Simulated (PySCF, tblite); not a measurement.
Calculations on `O=[P@]([O-])(C=C)C1CCC1`, in the order of a workflow; each names the level of the geometry that it ran on. Settings lines and outputs come from a driver script.

C6H10O2P (charge -1).
SMILES with atom numbers: `[CH2:1]=[CH:2][P@:3](=[O:4])([O-:5])[CH:6]1[CH2:7][CH2:8][CH2:9]1` (hydrogens: H10, H11 on C1; H12 on C2; H13 on C6; H14, H15 on C7; H16, H17 on C8; H18, H19 on C9)

Step 1: GFN2-xTB geometry optimisation, gas phase (tblite 0.8.0) (from a force-field or distance-geometry start)
```json
{"job": {"kind": "relax", "xc": "GFN2-xTB", "basis": "xTB"}, "charge": -1, "multiplicity": 1}
```
```
step      E/eV     max force
  0    -784.20261    7.537
  1    -785.15794    1.596
  2    -785.22226    2.688
...
150    -785.73826    0.014
151    -785.73830    0.015
152    -785.73833    0.013
153    -785.73836    0.013
154    -785.73838    0.008
```

Energy lowered by 35.4 kcal/mol over 154 steps; largest atomic force 0.008 eV/Å at the end. «max force» is the largest atomic force in eV/Å.

Step 2: GFN2-xTB harmonic vibrations, gas phase (tblite 0.8.0) (on the GFN2-xTB geometry)
```json
{"job": {"kind": "ir", "xc": "GFN2-xTB", "basis": "xTB"}, "charge": -1, "multiplicity": 1}
```
```
(table of modes left out)
```

51 modes from 44 to 3098 cm⁻¹ (unscaled, harmonic); zero-point energy 93.4 kcal/mol; all wavenumbers are real at this level.

Step 3: PBE0-D3(BJ)/def2-SVP geometry optimisation, gas phase (PySCF 2.14.0) (from the GFN2-xTB geometry)
```json
{"job": {"xc": "PBE0", "basis": "def2-SVP", "d3": "d3bj", "grid": 1, "shake": 0.01, "kind": "geom"}, "charge": -1, "multiplicity": 1}
```
```
step   0  E = -725.54552613  max force = 0.041178
step   1  E = -725.55530778  max force = 0.009106
step   2  E = -725.55591560  max force = 0.002653
step   3  E = -725.55615102  max force = 0.002156
...
step  14  E = -725.55659026  max force = 0.000858
step  15  E = -725.55661154  max force = 0.001177
step  16  E = -725.55661222  max force = 0.000768
step  17  E = -725.55662380  max force = 0.000259
optimisation converged
```

Final energy -725.55662 Eh after 17 steps. Energies in Eh; «max force» is the largest Cartesian gradient component in Eh/bohr.

Q: Which step took the most CPU time, and about what did each take on Arm Neoverse V1, one thread, on a shared host?

A: Step 3, about 99 % of the total. CPU time by step: 1: 1.2 s, 2: 0.77 s, 3: 5.1 min.

Final geometry (PBE0-D3(BJ)/def2-SVP):
```
atom  x, y, z in Å
C1     2.765   -1.512    0.490
C2     2.266   -0.276    0.550
P3     1.036    0.318   -0.686
O4     0.722   -0.851   -1.604
O5     1.499    1.668   -1.185
C6    -0.453    0.623    0.385
C7    -1.298   -0.637    0.660
C8    -2.159   -0.264   -0.563
C9    -1.612    1.174   -0.475
H10    2.386   -2.188   -0.286
H11    3.547   -1.878    1.169
H12    2.629    0.440    1.301
H13   -0.146    1.236    1.249
H14   -1.863   -0.571    1.607
H15   -0.766   -1.600    0.617
H16   -1.755   -0.764   -1.455
H17   -3.251   -0.412   -0.497
H18   -2.278    1.844    0.096
H19   -1.317    1.678   -1.409
```

 (This holds for the electronic-property runs.)

One conformer stands for the species.
